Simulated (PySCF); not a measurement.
# Running PySCF for LiCd

The script input.py:

```python
from pyscf import gto, dft
from pyscf.geomopt.geometric_solver import optimize

mol = gto.M(
    atom='Li 0 0 0; Cd 0 0 2.551',
    basis='sbkjc',
    ecp={'Li': 'sbkjc', 'Cd': 'sbkjc'},
    charge=0,
    spin=1,
    verbose=4,
)
mf = dft.UKS(mol, xc='bp86')
mf.kernel()
g = mf.nuc_grad_method()
g.grid_response = True
mol_eq = optimize(g.as_scanner(), maxsteps=30)
print('optimised geometry (angstrom)')
print(mol_eq.tostring('raw'))
print('orbital energies (hartree):', [e[max(0, n-3):n+3].round(4) for e, n in zip(mf.mo_energy, mol.nelec)])
```

```bash
$ OMP_NUM_THREADS=1 python input.py
```

It prints (some set-up lines and the per-cycle HOMO/LUMO lines with their warnings removed):

```
PySCF version 2.14.0

[INPUT] Symbol           X                Y                Z      unit          X                Y                Z       unit  Magmom
[INPUT]  1 Li     0.000000000000   0.000000000000   0.000000000000 AA    0.000000000000   0.000000000000   0.000000000000 Bohr   0.0
[INPUT]  2 Cd     0.000000000000   0.000000000000   2.551000000000 AA    0.000000000000   0.000000000000   4.820691343765 Bohr   0.0

nuclear repulsion = 4.14878252387299
number of shells = 15
number of NR pGTOs = 73
number of NR cGTOs = 39
basis = sbkjc
ecp = {'Li': 'sbkjc', 'Cd': 'sbkjc'}

******** <class 'pyscf.dft.uks.UKS'> ********
method = UKS
initial guess = minao
damping factor = 0
level_shift factor = 0
DIIS = <class 'pyscf.scf.diis.CDIIS'>
SCF conv_tol = 1e-09
SCF max_cycles = 50
number electrons alpha = 11  beta = 10
XC functionals = bp86

grids dens level: 3
tot grids = 36112
init E= -138.606687692404

cycle= 1 E= -123.092058871115  delta_E= 15.5  |g|= 8.26  |ddm|=    9

cycle= 2 E= -154.03718041982  delta_E= -30.9  |g|= 6.07  |ddm|= 10.9
cycle= 3 E= -166.340887797787  delta_E= -12.3  |g|= 1.11  |ddm|= 6.54
cycle= 4 E= -166.937225214188  delta_E= -0.596  |g|= 0.799  |ddm|= 3.61
cycle= 5 E= -167.172192931023  delta_E= -0.235  |g|= 0.153  |ddm|= 0.715
cycle= 6 E= -167.181510681662  delta_E= -0.00932  |g|= 0.0403  |ddm|= 0.326
cycle= 7 E= -167.183849960968  delta_E= -0.00234  |g|= 0.00927  |ddm|= 0.148
cycle= 8 E= -167.18398155194  delta_E= -0.000132  |g|= 0.00316  |ddm|= 0.0524
cycle= 9 E= -167.184004282591  delta_E= -2.27e-05  |g|= 0.000137  |ddm|= 0.0166
cycle= 10 E= -167.184004313863  delta_E= -3.13e-08  |g|= 3.83e-05  |ddm|= 0.00104
cycle= 11 E= -167.184004315376  delta_E= -1.51e-09  |g|= 7.89e-06  |ddm|= 0.000198
cycle= 12 E= -167.18400431554  delta_E= -1.64e-10  |g|= 5.83e-07  |ddm|= 4.41e-05
Extra cycle  E= -167.184004315541  delta_E= -5.68e-13  |g|= 4.02e-07  |ddm|= 3.46e-06
converged SCF energy = -167.184004315541  <S^2> = 0.75129098  2S+1 = 2.0012906
Create scanner for <class 'pyscf.grad.uks.Gradients'>
Create scanner for <class 'pyscf.dft.uks.UKS'>
input.py

Current date and time:

#|     Arguments passed to driver run_optimizer():      |#
customengine              <pyscf.geomopt.geometric_solver.PySCFEngine object>
logIni                    <dir>
maxiter                   30
----------------------------------------------------------
Custom engine selected.
Bonds will be generated from interatomic distances less than 1.20 times sum of covalent radii
6 internal coordinates being used (instead of 6 Cartesians)
Internal coordinate system (atoms numbered from 1):
Distance 1-2
Translation-X 1-2
Translation-Y 1-2
Translation-Z 1-2
Rotation-A 1-2
Rotation-B 1-2
Rotation-C 1-2
<class 'geometric.internal.Distance'> : 1
<class 'geometric.internal.TranslationX'> : 1
<class 'geometric.internal.TranslationY'> : 1
<class 'geometric.internal.TranslationZ'> : 1
<class 'geometric.internal.RotationA'> : 1
<class 'geometric.internal.RotationB'> : 1
<class 'geometric.internal.RotationC'> : 1
> ===== Optimization Info: ====
> Job type: Energy minimization
> Maximum number of optimization cycles: 30
> Initial / maximum trust radius (Angstrom): 0.100 / 0.300
> Convergence Criteria:
> Will converge when all 5 criteria are reached:
>  |Delta-E| < 1.00e-06
>  RMS-Grad  < 3.00e-04
>  Max-Grad  < 4.50e-04
>  RMS-Disp  < 1.20e-03
>  Max-Disp  < 1.80e-03
> === End Optimization Info ===

Geometry optimization cycle 1
Cartesian coordinates (Angstrom)
 Atom        New coordinates             dX        dY        dZ
  Li   0.000000   0.000000   0.000000    0.000000  0.000000  0.000000
  Cd   0.000000   0.000000   2.551000    0.000000  0.000000  0.000000

WARN: Mole.unit (angstrom) is changed to Bohr

New geometry
   1 Li     0.000000000000   0.000000000000   0.000000000000 AA    0.000000000000   0.000000000000   0.000000000000 Bohr
   2 Cd     0.000000000000   0.000000000000   2.551000000000 AA    0.000000000000   0.000000000000   4.820691343765 Bohr

******** <class 'pyscf.scf.hf.UKS_Scanner'> ********
method = UKS_Scanner
initial guess = minao
damping factor = 0
level_shift factor = 0
DIIS = <class 'pyscf.scf.diis.CDIIS'>
SCF conv_tol = 1e-09
SCF max_cycles = 50
number electrons alpha = 11  beta = 10
XC functionals = bp86

grids dens level: 3
tot grids = 36112
init E= -167.184004315541
cycle= 1 E= -167.184004315541  delta_E= 2.84e-14  |g|= 4.09e-07  |ddm|= 2.5e-06
Extra cycle  E= -167.184004315541  delta_E=    0  |g|= 5.64e-07  |ddm|= 2.03e-06
converged SCF energy = -167.184004315541  <S^2> = 0.75129101  2S+1 = 2.0012906

******** <class 'pyscf.grad.rhf.Gradients_Scanner'> for <class 'pyscf.scf.hf.UKS_Scanner'> ********
unit = Eh/Bohr
grid_response = True
--------------- UKS_Scanner gradients ---------------
         x                y                z
0 Li    -0.0000000000    -0.0000000000     0.0147980639
1 Cd     0.0000000000     0.0000000000    -0.0147980639
----------------------------------------------
cycle 1: E = -167.184004316  dE = -167.184  norm(grad) = 0.0209276
Step    0 : Gradient = 1.480e-02/1.480e-02 (rms/max) Energy = -167.1840043155
Hessian Eigenvalues: 4.83086e-02 5.00000e-02 5.00000e-02 ... 5.00000e-02 5.00000e-02 5.00000e-02

Geometry optimization cycle 2
Cartesian coordinates (Angstrom)
 Atom        New coordinates             dX        dY        dZ
  Li   0.000000   0.000000  -0.081050    0.000000  0.000000 -0.081050
  Cd  -0.000000  -0.000000   2.632050   -0.000000 -0.000000  0.081050
New geometry
   1 Li     0.000000000000   0.000000000000  -0.081049807092 AA    0.000000000000   0.000000000000  -0.153161937852 Bohr
   2 Cd    -0.000000000000  -0.000000000000   2.632049807092 AA   -0.000000000000  -0.000000000000   4.973853281618 Bohr

******** <class 'pyscf.scf.hf.UKS_Scanner'> ********
method = UKS_Scanner
initial guess = minao
damping factor = 0
level_shift factor = 0
DIIS = <class 'pyscf.scf.diis.CDIIS'>
SCF conv_tol = 1e-09
SCF max_cycles = 50
number electrons alpha = 11  beta = 10
XC functionals = bp86

grids dens level: 3
tot grids = 36112
init E= -167.178599029765
cycle= 1 E= -167.187082135827  delta_E= -0.00848  |g|= 0.0123  |ddm|= 0.143
cycle= 2 E= -167.186773487588  delta_E= 0.000309  |g|= 0.0257  |ddm|= 0.12
cycle= 3 E= -167.187335720732  delta_E= -0.000562  |g|= 0.00276  |ddm|= 0.0535
cycle= 4 E= -167.187354299264  delta_E= -1.86e-05  |g|= 0.000142  |ddm|= 0.0146
cycle= 5 E= -167.187354327144  delta_E= -2.79e-08  |g|= 0.00016  |ddm|= 0.00165
cycle= 6 E= -167.187354381455  delta_E= -5.43e-08  |g|= 2.46e-05  |ddm|= 0.000565
cycle= 7 E= -167.187354382906  delta_E= -1.45e-09  |g|= 7.85e-06  |ddm|= 0.000147
cycle= 8 E= -167.187354383094  delta_E= -1.88e-10  |g|= 6.4e-07  |ddm|= 4.36e-05
Extra cycle  E= -167.187354383093  delta_E= 7.67e-13  |g|= 1.08e-06  |ddm|= 4.31e-06
converged SCF energy = -167.187354383093  <S^2> = 0.75123961  2S+1 = 2.0012392

******** <class 'pyscf.grad.rhf.Gradients_Scanner'> for <class 'pyscf.scf.hf.UKS_Scanner'> ********
unit = Eh/Bohr
grid_response = True
--------------- UKS_Scanner gradients ---------------
         x                y                z
0 Li    -0.0000000000    -0.0000000000     0.0076072768
1 Cd     0.0000000000     0.0000000000    -0.0076072768
----------------------------------------------
cycle 2: E = -167.187354383  dE = -0.00335007  norm(grad) = 0.0107583
Step    1 : Displace = 8.105e-02/8.105e-02 (rms/max) Trust = 1.000e-01 (=) Grad = 7.607e-03/7.607e-03 (rms/max) E (change) = -167.1873543831 (-3.350e-03) Quality = 1.478
Hessian Eigenvalues: 2.34745e-02 5.00000e-02 5.00000e-02 ... 5.00000e-02 5.00000e-02 5.00000e-02

Geometry optimization cycle 3
Cartesian coordinates (Angstrom)
 Atom        New coordinates             dX        dY        dZ
  Li   0.000000   0.000000  -0.166794    0.000000  0.000000 -0.085744
  Cd  -0.000000  -0.000000   2.717794   -0.000000 -0.000000  0.085744
New geometry
   1 Li     0.000000000000   0.000000000000  -0.166794011707 AA    0.000000000000   0.000000000000  -0.315195001345 Bohr
   2 Cd    -0.000000000000  -0.000000000000   2.717794011708 AA   -0.000000000000  -0.000000000000   5.135886345111 Bohr

******** <class 'pyscf.scf.hf.UKS_Scanner'> ********
method = UKS_Scanner
initial guess = minao
damping factor = 0
level_shift factor = 0
DIIS = <class 'pyscf.scf.diis.CDIIS'>
SCF conv_tol = 1e-09
SCF max_cycles = 50
number electrons alpha = 11  beta = 10
XC functionals = bp86

grids dens level: 3
tot grids = 36112
init E= -167.180638417173
cycle= 1 E= -167.188833282674  delta_E= -0.00819  |g|= 0.0105  |ddm|= 0.129
cycle= 2 E= -167.188683587606  delta_E= 0.00015  |g|= 0.0208  |ddm|= 0.0926
cycle= 3 E= -167.189010550061  delta_E= -0.000327  |g|= 0.00229  |ddm|= 0.0394
cycle= 4 E= -167.189022772774  delta_E= -1.22e-05  |g|= 0.000122  |ddm|= 0.0112
cycle= 5 E= -167.18902283245  delta_E= -5.97e-08  |g|= 3.74e-05  |ddm|= 0.000918
cycle= 6 E= -167.189022836115  delta_E= -3.67e-09  |g|= 2.62e-05  |ddm|= 0.000301
[part of the log left out]
cycle= 3 E= -167.189568582694  delta_E= -1.52e-06  |g|= 0.000185  |ddm|= 0.00251
cycle= 4 E= -167.189568647649  delta_E= -6.5e-08  |g|= 2.71e-05  |ddm|= 0.00072
cycle= 5 E= -167.189568648733  delta_E= -1.08e-09  |g|= 1.78e-05  |ddm|= 0.000117
cycle= 6 E= -167.18956864924  delta_E= -5.06e-10  |g|= 5.03e-06  |ddm|= 8.33e-05
Extra cycle  E= -167.189568649185  delta_E= 5.45e-11  |g|= 8.6e-06  |ddm|= 4.95e-05
converged SCF energy = -167.189568649185  <S^2> = 0.75118271  2S+1 = 2.0011824

******** <class 'pyscf.grad.rhf.Gradients_Scanner'> for <class 'pyscf.scf.hf.UKS_Scanner'> ********
unit = Eh/Bohr
grid_response = True
--------------- UKS_Scanner gradients ---------------
         x                y                z
0 Li    -0.0000000000    -0.0000000000     0.0000436756
1 Cd     0.0000000000     0.0000000000    -0.0000436756
----------------------------------------------
cycle 6: E = -167.189568649  dE = -8.11324e-06  norm(grad) = 6.17666e-05
Step    5 : Displace = 1.218e-02/1.218e-02 (rms/max) Trust = 3.000e-01 (+) Grad = 4.368e-05/4.368e-05 (rms/max) E (change) = -167.1895686492 (-8.113e-06) Quality = 1.178
Hessian Eigenvalues: 5.54930e-03 5.00000e-02 5.00000e-02 ... 5.00000e-02 5.00000e-02 5.00000e-02

Geometry optimization cycle 7
Cartesian coordinates (Angstrom)
 Atom        New coordinates             dX        dY        dZ
  Li   0.000000   0.000000  -0.272790    0.000000  0.000000 -0.002082
  Cd  -0.000000  -0.000000   2.823790   -0.000000 -0.000000  0.002082
New geometry
   1 Li     0.000000000000   0.000000000000  -0.272789559067 AA    0.000000000000   0.000000000000  -0.515497556277 Bohr
   2 Cd    -0.000000000000  -0.000000000000   2.823789559068 AA   -0.000000000000  -0.000000000000   5.336188900045 Bohr

******** <class 'pyscf.scf.hf.UKS_Scanner'> ********
method = UKS_Scanner
initial guess = minao
damping factor = 0
level_shift factor = 0
DIIS = <class 'pyscf.scf.diis.CDIIS'>
SCF conv_tol = 1e-09
SCF max_cycles = 50
number electrons alpha = 11  beta = 10
XC functionals = bp86

grids dens level: 3
tot grids = 36112
init E= -167.189417613195
cycle= 1 E= -167.18956883821  delta_E= -0.000151  |g|= 0.000143  |ddm|= 0.00221
cycle= 2 E= -167.1895688337  delta_E= 4.51e-09  |g|= 0.000241  |ddm|= 0.000969
cycle= 3 E= -167.189568867733  delta_E= -3.4e-08  |g|= 3.01e-05  |ddm|= 0.000369
cycle= 4 E= -167.189568869258  delta_E= -1.52e-09  |g|= 5.18e-06  |ddm|= 0.000104
cycle= 5 E= -167.18956886929  delta_E= -3.21e-11  |g|= 3.35e-06  |ddm|= 2.22e-05
Extra cycle  E= -167.189568869271  delta_E= 1.97e-11  |g|= 5.94e-06  |ddm|= 2.72e-05
converged SCF energy = -167.189568869271  <S^2> = 0.75118215  2S+1 = 2.0011818

******** <class 'pyscf.grad.rhf.Gradients_Scanner'> for <class 'pyscf.scf.hf.UKS_Scanner'> ********
unit = Eh/Bohr
grid_response = True
--------------- UKS_Scanner gradients ---------------
         x                y                z
0 Li     0.0000000000     0.0000000000     0.0000018287
1 Cd    -0.0000000000    -0.0000000000    -0.0000018287
----------------------------------------------
cycle 7: E = -167.189568869  dE = -2.20086e-07  norm(grad) = 2.58614e-06
Step    6 : Displace = 2.082e-03/2.082e-03 (rms/max) Trust = 3.000e-01 (=) Grad = 1.829e-06/1.829e-06 (rms/max) E (change) = -167.1895688693 (-2.201e-07) Quality = 1.281
Hessian Eigenvalues: 5.31696e-03 5.00000e-02 5.00000e-02 ... 5.00000e-02 5.00000e-02 5.00000e-02

Geometry optimization cycle 8
Cartesian coordinates (Angstrom)
 Atom        New coordinates             dX        dY        dZ
  Li   0.000000  -0.000000  -0.272881   -0.000000 -0.000000 -0.000091
  Cd  -0.000000   0.000000   2.823881    0.000000  0.000000  0.000091
New geometry
   1 Li     0.000000000000  -0.000000000000  -0.272880559683 AA    0.000000000000  -0.000000000000  -0.515669522519 Bohr
   2 Cd    -0.000000000000   0.000000000000   2.823880559684 AA   -0.000000000000   0.000000000000   5.336360866286 Bohr

******** <class 'pyscf.scf.hf.UKS_Scanner'> ********
method = UKS_Scanner
initial guess = minao
damping factor = 0
level_shift factor = 0
DIIS = <class 'pyscf.scf.diis.CDIIS'>
SCF conv_tol = 1e-09
SCF max_cycles = 50
number electrons alpha = 11  beta = 10
XC functionals = bp86

grids dens level: 3
tot grids = 36112
init E= -167.189562283555
cycle= 1 E= -167.189568871165  delta_E= -6.59e-06  |g|= 1.56e-05  |ddm|= 0.00011
cycle= 2 E= -167.189568870878  delta_E= 2.87e-10  |g|= 2.94e-05  |ddm|= 9.58e-05
Extra cycle  E= -167.189568870054  delta_E= 8.24e-10  |g|= 5.2e-05  |ddm|= 0.000134
converged SCF energy = -167.189568870054  <S^2> = 0.75118204  2S+1 = 2.0011817

******** <class 'pyscf.grad.rhf.Gradients_Scanner'> for <class 'pyscf.scf.hf.UKS_Scanner'> ********
unit = Eh/Bohr
grid_response = True
--------------- UKS_Scanner gradients ---------------
         x                y                z
0 Li     0.0000000000    -0.0000000000     0.0000008087
1 Cd    -0.0000000000     0.0000000000    -0.0000008087
----------------------------------------------
cycle 8: E = -167.18956887  dE = -7.83473e-10  norm(grad) = 1.14364e-06
Step    7 : Displace = 9.100e-05/9.100e-05 (rms/max) Trust = 3.000e-01 (=) Grad = 8.087e-07/8.087e-07 (rms/max) E (change) = -167.1895688701 (-7.835e-10) Quality = 2.491
Hessian Eigenvalues: 5.31696e-03 5.00000e-02 5.00000e-02 ... 5.00000e-02 5.00000e-02 5.00000e-02
Converged! =D

    #| If this code has benefited your research, please support us by citing: |#
    #| Wang, L.-P.; Song, C.C. (2016) "Geometry optimization made simple with |#
    #| translation and rotation coordinates", J. Chem, Phys. 144, 214108.     |#
    #|                                     |#
optimised geometry (angstrom)
Li          0.00000000       -0.00000000       -0.27288056
Cd         -0.00000000        0.00000000        2.82388056
orbital energies (hartree): [array([-0.4429, -0.2376, -0.1094, -0.0749, -0.0749, -0.0605]), array([-0.4425, -0.4425, -0.2295, -0.0766, -0.0628, -0.0628])]
```

In short: E(SCF) = -167.184004 Eh, 12 cycles, ⟨S²⟩ = 0.751, all at the start geometry; optimised bond 3.097 Å with E = -167.189569 Eh after 8 steps.

Hardware: Intel Xeon Platinum 8559C, 1 thread, shared host. Wall time 14 s, peak memory 0.27 GiB.

The last line lists the levels of the start geometry. No search for the lowest solution was made.
